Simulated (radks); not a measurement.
Question: The mercury ion Hg2+, [Xe] 4f14 5d10. Calculated with a radial shooting solver on a logarithmic mesh with Libxc functionals: non-relativistic Kohn-Sham, LDA (Slater exchange, Perdew-Wang correlation), spin-polarised, spherical densities, point nucleus. Every spin shell is full or empty, so the densities are truly spherical. Functionals are evaluated on that one density, not self-consistently. Rank these orbital-free kinetic functionals by their error against the exact value of the orbitals, and give that value: Thomas-Fermi, von Weizsacker, TF + vW, LC94, APBEK, Perdew 92, Thakkar, Pearson, LKT, PG1, DePristo-Kress, Ernzerhof.

Answer: Exact: 18397.2 hartree. From best to worst, with 100 (|E| - |E exact|)/|E exact| (equal figures are ties): LC94 +0.01, APBEK +0.04, DePristo-Kress -0.21, Ernzerhof -0.48, Perdew 92 -0.68, Thakkar -0.79, Pearson -0.85, Thomas-Fermi -4.62, PG1 +12.38, LKT +15.89, TF + vW +30.76, von Weizsacker -64.62.
